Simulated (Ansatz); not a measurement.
Geometry optimisation, Ansatz, RKS PBE0-D4/6-31G*.

input.yaml

```yaml
crystal:
  periodic: [false, false, false]
  atoms:
    - { symbol: B, position_ang: [-0.14124, -0.263601, 0.067839] }
    - { symbol: F, position_ang: [-0.258614, -0.557251, 1.36172] }
    - { symbol: F, position_ang: [1.107508, -0.235903, -0.390812] }
    - { symbol: C, position_ang: [-1.38932, -0.127012, -0.85515] }
    - { symbol: H, position_ang: [-1.900512, -1.09425, -0.940383] }
    - { symbol: H, position_ang: [-2.109294, 0.577246, -0.427329] }
    - { symbol: H, position_ang: [-1.126898, 0.208975, -1.860851] }
    - { symbol: O, position_ang: [0.066152, 2.1318, 1.069001] }
    - { symbol: H, position_ang: [1.020295, 2.153269, 0.918356] }
    - { symbol: H, position_ang: [-0.029677, 1.503326, 1.82031] }
basis:
  gaussian: { orbitals: "6-31G*" }
hamiltonian:
  xc: pbe0
  dispersion: d4
relax:
  f_tol: 0.03
  max_steps: 50
```

Run as:

```bash
$ ansatz run input.yaml --threads 2 --pin off --max-ram 3072MiB --backend cpu --events-out ev --progress --plain --runs-dir out
```

Task: Where does it end, and by what steps?

Result: It converged. The force dipped under the threshold on the way, but the program's further checks kept it going. After 9 steps the energy has fallen by 0.140 eV; O8 moved furthest, 0.49 Å.

| step | energy less start (eV) | largest force component (eV/Å) | accepted |
| --- | --- | --- | --- |
| 0 | 0.0000 | 0.689 | yes |
| 1 | -0.0191 | 1.399 | yes |
| 2 | -0.0675 | 1.086 | yes |
| 3 | -0.0999 | 0.928 | yes |
| 4 | -0.1220 | 0.160 | yes |
| 5 | -0.1298 | 0.170 | yes |
| 6 | -0.1381 | 0.050 | yes |
| 7 | -0.1394 | 0.022 | yes |
| 8 | -0.1397 | 0.037 | yes |
| 9 | -0.1398 | 0.006 | yes |

```xyz
10
Properties=species:S:1:pos:R:3
B -0.162 -0.064 0.244
F -0.359 -0.582 1.488
F 1.104 -0.237 -0.226
C -1.363 -0.017 -0.771
H -1.569 -1.027 -1.150
H -2.283 0.348 -0.304
H -1.145 0.616 -1.638
O 0.045 1.730 0.783
H 0.983 1.884 0.590
H -0.011 1.646 1.748
```

Whether the end is a true minimum wasn't checked by a vibrational analysis.

The run took 22 s on 2 threads of Arm Neoverse V1 (shared host), peak memory 0.15 GiB.
